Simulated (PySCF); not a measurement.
C4H3N2, SMILES [c]1ncccn1, multiplicity 2. The structure is a stationary point at PBE0-D3(BJ)/def2-SVP. The isomer is the one that the SMILES or the coordinates give; other isomers of the formula were not compared.

Computed with PBE0-D3(BJ)/def2-SVP run with PySCF 2.14.0.

Harmonic wavenumbers (cm⁻¹): 380, 390, 589, 709, 755, 813, 999, 1004, 1015, 1087, 1106, 1183, 1247, 1336, 1450, 1472, 1629, 1644, 3191, 3193, 3243. Rotational constants (GHz): 6.913, 6.111, 3.244; symmetry number 2.

Q: Work out the zero-point energy and the ideal-gas rigid-rotor harmonic-oscillator thermochemistry at 298.15 K and 1 atm.

A: ZPE = ½ Σ hcν = ½ × 28436 cm⁻¹ = 170.08 kJ/mol. H − E(el) = 183.43 kJ/mol. Entropy in J/(mol K): translation 163.25, rotation 99.94, vibration 15.87, spin 5.76, total 284.83. G − E(el) = 98.51 kJ/mol. Cp = 69.64 J/(mol K).
